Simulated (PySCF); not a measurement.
C₄H₁₀, charge +1, doublet, at a GFN2-xTB geometry (a state made from the parent by changing its charge; the spin is typed, not shown lowest); DF-HF/def2-TZVP (PySCF).

PySCF was given this input:
```python
from pyscf import gto, scf

mol = gto.M(
    atom='''
C    -0.02557261    1.38862209   -0.50499350
C     0.01526795    0.07071956    0.22469961
C     1.28207745   -0.73132676    0.07336405
C    -1.26937656   -0.71691577    0.24219544
H     0.92551512    1.91475197   -0.46068157
H    -0.25414877    1.21425736   -1.56356943
H    -0.82339845    2.04065928   -0.14720332
H     0.08808108    0.40798231    1.29629570
H     2.17265505   -0.16198193    0.34245581
H     1.42301209   -0.99793395   -0.98128811
H     1.25410324   -1.65850933    0.64160166
H    -1.26815547   -1.50302543    0.99831877
H    -2.14178608   -0.08100747    0.37586039
H    -1.39025524   -1.24178752   -0.71338352
''',
    basis='def2-tzvp',
    charge=1,
    spin=1,
    verbose=4,
)

mf = scf.UHF(mol)
mf = mf.density_fit(auxbasis='def2-universal-jkfit')
mf.kernel()
```

Output, abridged:

```
PySCF version 2.14.0

[INPUT] verbose = 4
[INPUT] num. atoms = 14
[INPUT] num. electrons = 33
[INPUT] charge = 1
[INPUT] spin (= nelec alpha-beta = 2S) = 1
[INPUT] symmetry False subgroup None
[INPUT] Mole.unit = angstrom
[INPUT] Symbol           X                Y                Z      unit          X                Y                Z       unit  Magmom
[INPUT]  1 C     -0.025572610000   1.388622090000  -0.504993500000 AA   -0.048325229190   2.624115440621  -0.954299409686 Bohr   0.0
[INPUT]  2 C      0.015267950000   0.070719560000   0.224699610000 AA    0.028852243984   0.133640600050   0.424620723197 Bohr   0.0
[INPUT]  3 C      1.282077450000  -0.731326760000   0.073364050000 AA    2.422775250981  -1.382007283966   0.138637961889 Bohr   0.0
[INPUT]  4 C     -1.269376560000  -0.716915770000   0.242195440000 AA   -2.398774047343  -1.354774459682   0.457683050219 Bohr   0.0
[INPUT]  5 H      0.925515120000   1.914751970000  -0.460681570000 AA    1.748970100944   3.618356819771  -0.870561997935 Bohr   0.0
[INPUT]  6 H     -0.254148770000   1.214257360000  -1.563569430000 AA   -0.480271570195   2.294613855137  -2.954717999442 Bohr   0.0
[INPUT]  7 H     -0.823398450000   2.040659280000  -0.147203320000 AA   -1.555997561891   3.856287152752  -0.278173959427 Bohr   0.0
[INPUT]  8 H      0.088081080000   0.407982310000   1.296295700000 AA    0.166449117956   0.770974829567   2.449643849451 Bohr   0.0
[INPUT]  9 H      2.172655050000  -0.161981930000   0.342455810000 AA    4.105723007653  -0.306101484828   0.647147690666 Bohr   0.0
[INPUT] 10 H      1.423012090000  -0.997933950000  -0.981288110000 AA    2.689103122045  -1.885821855905  -1.854365777192 Bohr   0.0
[INPUT] 11 H      1.254103240000  -1.658509330000   0.641601660000 AA    2.369911655530  -3.134128408736   1.212451418466 Bohr   0.0
[INPUT] 12 H     -1.268155470000  -1.503025430000   0.998318770000 AA   -2.396466521669  -2.840306420957   1.886549060313 Bohr   0.0
[INPUT] 13 H     -2.141786080000  -0.081007470000   0.375860390000 AA   -4.047389108606  -0.153081932344   0.710273198172 Bohr   0.0
[INPUT] 14 H     -1.390255240000  -1.241787520000  -0.713383520000 AA   -2.627201646841  -2.346638317703  -1.348099474578 Bohr   0.0

nuclear repulsion = 134.797971723774
number of shells = 84
number of NR pGTOs = 264
number of NR cGTOs = 184
basis = def2-tzvp
ecp = {}

******** <class 'pyscf.df.df_jk.DFUHF'> ********
method = DFUHF
initial guess = minao
damping factor = 0
level_shift factor = 0
DIIS = <class 'pyscf.scf.diis.CDIIS'>
diis_start_cycle = 1
diis_space = 8
diis_damp = 0
SCF conv_tol = 1e-09
SCF conv_tol_grad = None
SCF max_cycles = 50
direct_scf = False
number electrons alpha = 17  beta = 16
Set gradient conv threshold to 3.16228e-05
******** <class 'pyscf.df.df.DF'> ********
auxbasis = def2-universal-jkfit
init E= -157.895669102794

cycle= 1 E= -156.876126233515  delta_E= 1.02  |g|= 0.346  |ddm|= 1.61
cycle= 2 E= -156.953499934657  delta_E= -0.0774  |g|= 0.155  |ddm|= 0.419
cycle= 3 E= -156.96754153143  delta_E= -0.014  |g|= 0.0534  |ddm|= 0.125
cycle= 4 E= -156.970742698256  delta_E= -0.0032  |g|= 0.019  |ddm|= 0.0737
cycle= 5 E= -156.971558472975  delta_E= -0.000816  |g|= 0.0117  |ddm|= 0.0275
cycle= 6 E= -156.971940079918  delta_E= -0.000382  |g|= 0.00423  |ddm|= 0.0245
cycle= 7 E= -156.972001673657  delta_E= -6.16e-05  |g|= 0.00155  |ddm|= 0.0109
cycle= 8 E= -156.9720071154  delta_E= -5.44e-06  |g|= 0.000518  |ddm|= 0.00373
cycle= 9 E= -156.972007615672  delta_E= -5e-07  |g|= 0.000197  |ddm|= 0.00111
cycle= 10 E= -156.972007691847  delta_E= -7.62e-08  |g|= 6.75e-05  |ddm|= 0.00045
cycle= 11 E= -156.972007701504  delta_E= -9.66e-09  |g|= 1.76e-05  |ddm|= 0.000172
cycle= 12 E= -156.972007702084  delta_E= -5.81e-10  |g|= 7.16e-06  |ddm|= 3.86e-05
Extra cycle  E= -156.972007702153  delta_E= -6.84e-11  |g|= 4.75e-06  |ddm|= 8.85e-06
converged SCF energy = -156.972007702153  <S^2> = 0.76382593  2S+1 = 2.0137785
```
